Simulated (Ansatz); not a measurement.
Reaction (SMILES): CB(C)N [[amino(methyl)boranyl]methane] → [CH2-]B(C)N + H+
Structures are relaxed separately at B3LYP-D3(BJ)/def2-TZVP in Ansatz (a first-principles code), one conformer each, not searched for the lowest. Frequencies are from Ansatz.
Geometry of the first species:
```
B
N 1 1.4003
H 2 1.0067 1 123.21
H 2 1.0067 3 113.57 1 -180.00
C 1 1.5804 2 119.63 3 0.00
H 5 1.0930 1 114.13 2 0.00
H 5 1.0948 6 107.64 1 123.25
H 5 1.0948 6 107.64 7 113.50
C 1 1.5804 2 119.63 3 -180.00
H 9 1.0930 1 114.13 2 0.00
H 9 1.0948 10 107.64 1 -123.25
H 9 1.0948 10 107.64 11 -113.50
```

Quantity: gas-phase deprotonation energy (0 K, with B3LYP-D3(BJ) harmonic zero-point energies), in kJ/mol. Valence correlation only, unless marked. No spin-orbit coupling. No relativistic terms. Anions need diffuse functions: aug- sets have them; def2-D sets add few; the other sets have none. CBS(X,Y): correlation extrapolated as X^-3; Hartree-Fock from the larger set. [CCSD(T)-MP2]/basis is that difference in the basis named.

| level | program | gas-phase deprotonation energy (kJ/mol) |
|---|---|---|
| HF/6-31G* | Ansatz | 1726.9 |
| r2SCAN-D3(BJ)/def2-TZVPD | Ansatz + dftd3 | 1628.6 |
| r2SCAN-D4/def2-TZVPD | Ansatz + dftd4 | 1627.6 |
| r2SCANh/def2-TZVPD | Ansatz | 1631.4 |
| B2PLYP-D4/def2-TZVPD | Ansatz + dftd4 | 1621.0 |
| PBE-QIDH/def2-TZVPD | Ansatz | 1634.3 |
| SCS-MP2/aug-cc-pVTZ | Ansatz | 1623.8 |

Q: Estimate the value at RI-MP2/CBS(aug-cc-pVTZ,aug-cc-pVQZ)+[CCSD(T)-MP2]/aug-cc-pVTZ as computed with Ansatz.

A: 1622.0 kJ/mol, so SCS-MP2/aug-cc-pVTZ differs from it by 1.8 kJ/mol.
